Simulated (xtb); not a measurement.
CH7FN2Si, SMILES N[Si@H](F)NC. All values are semi-empirical tight-binding results from xtb (GFN2-xTB unless named), good for trends rather than for accurate numbers. The structure is a stationary point at GFN2-xTB. The structure was generated by enumeration; whether it is a known compound was not checked. Other conformers were not sampled.

### Question
Estimate the properties. (The exact figures need the calculation; the answer reports its results.)

### Answer

| Quantity | Result |
|---|---|
| orbital gap | 6.05 eV |
| dipole moment | 3.00 D |
| zero-point energy | 56.3 kcal/mol |
| G − E(el) at 298.15 K (modified RRHO) | 36.3 kcal/mol |
| static polarisability (D4 model) | 65.3 bohr³ |
| solvation energy, GFN2-xTB/ALPB(water) | -4.2 kcal/mol |
| solvation energy, GFN2-xTB/ALPB(chcl3) | -4.1 kcal/mol |
